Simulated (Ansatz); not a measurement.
`CO[SiH](C)Cl` → `CCO[SiH2]Cl`  (isomerisation)

Isolated molecules relaxed with PBE0-D4/def2-TZVP in Ansatz; ΔE leaves out vibrations. CCSD(T)/CBS is the MP2 limit (def2-TZVPP, def2-QZVPP) plus CCSD(T) − MP2 in def2-TZVPP, frozen cores. DFT in def2-TZVPP. One conformer a species, not always the lowest.

`CO[SiH](C)Cl`:

Cartesian coordinates in Å:
```
C -0.360 -1.596 0.972
O 0.757 -1.013 0.340
Si 0.904 0.561 -0.056
C -0.389 1.135 -1.253
Cl 0.731 1.719 1.648
H -0.546 -1.136 1.948
H -1.263 -1.502 0.359
H -0.150 -2.656 1.119
H 2.280 0.717 -0.568
H -1.391 1.045 -0.827
H -0.346 0.544 -2.172
H -0.227 2.184 -1.510
```

`CCO[SiH2]Cl`:

Cartesian coordinates in Å:
```
C 0.294 -1.443 -1.262
C 0.252 -0.061 -0.663
O -0.168 -0.151 0.691
Si -0.563 1.126 1.616
Cl 1.052 2.372 1.888
H -0.695 -1.905 -1.235
H 0.625 -1.393 -2.302
H 0.986 -2.078 -0.708
H -0.441 0.581 -1.224
H 1.242 0.407 -0.703
H -1.612 1.952 0.973
H -0.971 0.593 2.929
```

```
  level  ΔE (kJ/mol)
 B97M-V         42.0
ωB97M-V         41.2
```

What does CCSD(T)/CBS give? (Estimate.)

Computed: +38.9 kJ/mol. The listed levels differ from it by 3.1, 2.3 kJ/mol.

Largest T1 diagnostic among the species: 0.010.

The D4 term adds +3.4 kJ/mol with B3LYP and +1.9 kJ/mol with PBE0; it sums over pairs of atoms, weighted by their polarisabilities, and B3LYP, whose exchange is more repulsive, gets the larger term. In def2-TZVPP, CCSD(T) changes the Hartree–Fock value by +5.8 kJ/mol (the triples alone add +0.7 kJ/mol) and MP2 by +8.0 kJ/mol. At CCSD(T), def2-SVP lies −13.2 kJ/mol from the extrapolated value and def2-TZVPP −1.4 kJ/mol.

B3LYP here is the variant with VWN-RPA as its local correlation; programs differ in this.
